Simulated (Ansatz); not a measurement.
The pair A = CH4 (SMILES C) (first 5 atoms), B = C2H3N (SMILES CC#N); geometry from B3LYP-D3(BJ)/def2-TZVP.
(charge 0, multiplicity 1):
| atom | x (Å) | y (Å) | z (Å) |
|---|---|---|---|
| C | -0.0310 | 0.4262 | 0.1798 |
| H | 0.1344 | 0.2525 | -0.8824 |
| H | 0.5139 | 1.3196 | 0.4845 |
| H | -1.0971 | 0.5682 | 0.3565 |
| H | 0.3241 | -0.4320 | 0.7477 |
| C | -0.4789 | 0.6037 | 3.9393 |
| C | 0.1571 | -0.6817 | 3.7013 |
| N | 0.6600 | -1.6969 | 3.5074 |
| H | 0.1217 | 1.1986 | 4.6277 |
| H | -0.5806 | 1.1465 | 2.9996 |
| H | -1.4691 | 0.4587 | 4.3717 |

Cores are frozen in the correlated methods. MP2 and its Hartree–Fock in aug-cc-pVTZ are density fitted.

Run with Ansatz (a quantum-chemistry and plane-wave program). 

The counterpoise-corrected interaction energy is E(AB) − E(A in the pair's basis) − E(B in the pair's basis). Total energies (hartree):

```
level                          AB  A in the pair's basis  B in the pair's basis
-------------------  ------------  ---------------------  ---------------------
HF/aug-cc-pVDZ       -172.1428977            -40.1998758           -131.9437474
MP2/aug-cc-pVDZ      -172.7509165            -40.3681804           -132.3812296
HF/aug-cc-pVTZ       -172.1882124            -40.2135827           -131.9753368
MP2/aug-cc-pVTZ      -172.9138541            -40.4145444           -132.4974771
CCSD(T)/aug-cc-pVDZ  -172.8181876            -40.3960179           -132.4207595
```

Question: Work out the counterpoise-corrected interaction energy at the basis-set limit: extrapolate the MP2 correlation part as X⁻³, take Hartree–Fock from the larger set, and add the CCSD(T) − MP2 difference of aug-cc-pVDZ.

Answer: 
1. Differences (1 hartree = 627.509 kcal/mol): HF/aug-cc-pVDZ 0.455; MP2/aug-cc-pVDZ -0.945; HF/aug-cc-pVTZ 0.444; MP2/aug-cc-pVTZ -1.150; CCSD(T)/aug-cc-pVDZ -0.885.
2. Correlation parts, MP2 less HF: -1.401 in aug-cc-pVDZ (X = 2), -1.594 in aug-cc-pVTZ (X = 3).
3. Limit (3³·(-1.594) − 2³·(-1.401))/(3³ − 2³) = -1.675; with HF/aug-cc-pVTZ it gives -1.231.
4. CCSD(T) less MP2 in aug-cc-pVDZ: 0.060.
Result: -1.17 kcal/mol, against -0.95 at MP2/aug-cc-pVDZ. It is an estimate of this method's limit, not of the exact value.
